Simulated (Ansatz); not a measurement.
`[F][Sn]([F])([F])[GeH3]` and `[F][Sn]([F])([F])[SeH]` differ in one atom or group.

Ansatz, PBE0-D4/def2-TZVP geometries, multiplicity 1. Each molecule was computed in one conformer, which needn't be the lowest.

Elements past krypton have def2 core potentials. Scalar relativity is left out up to krypton.

| property | `[F][Sn]([F])([F])[GeH3]` |
| --- | --- |
| LUMO energy (ωB97M-V/def2-TZVPP) / eV | -0.14 |
| HOMO–LUMO gap (ωB97M-V/def2-TZVPP) / eV | 11.43 |
| HOMO energy (B3LYP/def2-TZVPP) / eV | -9.29 |
| LUMO energy (PBE/def2-TZVPP) / eV | -2.99 |
| HOMO–LUMO gap (PBE/def2-TZVPP) / eV | 5.18 |
| HOMO–LUMO gap (PBE0/def2-TZVPP) / eV | 7.43 |

**Question.** What does the change do to each property? (An estimate is asked.)

**Answer.** The calculation gave: 
| property | `[F][Sn]([F])([F])[SeH]` | shift |
| --- | --- | --- |
| LUMO energy (ωB97M-V/def2-TZVPP) / eV | -0.96 | -0.82 |
| HOMO–LUMO gap (ωB97M-V/def2-TZVPP) / eV | 9.77 | -1.66 |
| HOMO energy (B3LYP/def2-TZVPP) / eV | -8.29 | 1.00 |
| LUMO energy (PBE/def2-TZVPP) / eV | -3.88 | -0.89 |
| HOMO–LUMO gap (PBE/def2-TZVPP) / eV | 3.40 | -1.78 |
| HOMO–LUMO gap (PBE0/def2-TZVPP) / eV | 5.55 | -1.88 |

With PBE0 the HOMO rises by 0.97 eV and the LUMO falls by 0.91 eV, so the gap narrows by about 1.88 eV. PBE moves the HOMO by 0.88 eV and ωB97M-V by 0.84 eV. The zero-point energy changes by -40.7 kJ/mol with -6 modes.

B3LYP here is the variant with VWN-RPA as its local correlation; programs differ in this.

Spin–orbit coupling is left out; it splits and shifts lone-pair levels of the heavy atoms by tenths of an eV.
